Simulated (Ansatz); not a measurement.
Ideal-gas functions of CH4ClSSi (`C[SiH]([S])Cl`) radical at 298.15 K and 1 bar, from an Ansatz frequency run at PBE0-D4/def2-TZVP.

Molar mass 111.65 g/mol, point group C1 (symmetry number 1), electronic degeneracy 2, moments of inertia 113.416, 219.364, 305.895 u Å². Harmonic wavenumbers (cm⁻¹, unscaled): 134, 162, 174, 218, 465, 554, 583, 685, 736, 839, 870, 1267, 1438, 1444, 2224, 3057, 3148, 3154.

Use S(trans) = R[1.5 ln M + 2.5 ln T − 1.1517]; rotational temperatures θ = 24.2544 K / I; S(rot) = R[ln(√π/σ · √(T³/θAθBθC)) + 1.5]; for each mode x = 1.438777 ν̃/T, S = R[x/(eˣ − 1) − ln(1 − e⁻ˣ)] and H = RT x/(eˣ − 1); 1 cm⁻¹ = 0.0119627 kJ/mol; R = 8.31446 J/(mol·K).

Problem. By hand: the entropy, in J/(mol·K).

Solution. Translation 167.7. Rotation: θ = 0.2139, 0.1106, 0.0793 K, giving 114.4. Vibration, mode by mode: 12.08, 10.57, 10.01, 8.27, 3.15, 2.24, 2.01, 1.36, 1.11, 0.74, 0.66, 0.13, 0.06, 0.06, 0.00, 0.00, 0.00, 0.00, in all 52.5. Electronic 5.8. Sum 340.4 J/(mol·K).

Problem. By hand: H − E and G − E in kJ/mol, counted from the electronic energy.

Solution. Zero-point energy ½ × 21152 × 0.0119627 = 126.5; thermal vibration 9.0; translation, rotation and pV give 4 RT = 9.9. H − E = 145.4 kJ/mol, and G − E = 145.4 − 298.15 × 340.4/1000 = 43.9 kJ/mol.

Vibration gives 15 % of the entropy, 12.1 J/(mol·K) of it from the mode under 150 cm⁻¹: soft modes count most, and the harmonic formula is weakest for them. The sum counts one conformer and one mirror image; others add a mixing term.
